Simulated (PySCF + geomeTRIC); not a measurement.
Species: H3Cl2GaSi, SMILES `[SiH3][Ga]([Cl])[Cl]` (charge 0, multiplicity 1).

Problem. Give a relaxed geometry from PySCF + geomeTRIC with ωB97X-D3(BJ)/def2-TZVP.

Solution. the end point of this relaxation (outside a Z-matrix the atoms follow the SMILES, hydrogens last).
Cartesian coordinates (Å) in one orientation:
```xyz
7

Si    -1.146    -0.033    -0.067
Ga     1.227     0.036     0.069
Cl     2.370     1.837     0.176
Cl     2.433    -1.727     0.121
H     -1.673    -0.413     1.266
H     -1.669     1.296    -0.455
H     -1.541    -1.053    -1.066
```
